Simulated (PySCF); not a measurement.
C5H9N. Atoms are numbered in the order given.

```xyz
15

C      2.1364    -0.5997     0.7748
C      1.5539    -0.3436    -0.4083
N      0.4509     0.4696    -0.6304
C     -0.7224     0.2607    -0.1719
C     -1.1573    -0.9488     0.6240
C     -1.7932     1.2844    -0.4469
H      1.7243    -0.2117     1.7102
H      3.0701    -1.1635     0.8229
H      2.0266    -0.7005    -1.3334
H     -1.3746    -0.6581     1.6660
H     -2.0944    -1.3544     0.2091
H     -0.3893    -1.7324     0.6409
H     -2.2332     1.6474     0.4978
H     -2.6175     0.8364    -1.0281
H     -1.3729     2.1315    -1.0037
```
Charge 0, spin multiplicity 1.

Geometry: B3LYP-D3(BJ)/def2-SVP. One conformer was computed; it need not be the lowest.

Level of theory: PBE/pcSseg-1 (PySCF).

GIAO shieldings, no solvent; atoms listed in one row are averaged. δ = σ(ref) − σ: ¹³C against TMS (σ = 182.0 ppm); ¹⁵N against NH3 (σ = 267.0 ppm); ¹H against TMS (σ = 31.49 ppm), references at their B3LYP-D3(BJ)/def2-TZVP geometries, non-relativistic.

```tsv
nucleus	atoms	count	δ (ppm)
¹³C	C4	1	169.3
¹³C	C2	1	153.0
¹³C	C1	1	99.4
¹³C	C6	1	33.3
¹³C	C5	1	21.0
¹⁵N	N3	1	383.4
¹H	H9	1	7.31
¹H	H8	1	4.63
¹H	H7	1	4.31
¹H	H10, H11, H12, H13, H14, H15	6	2.28
```
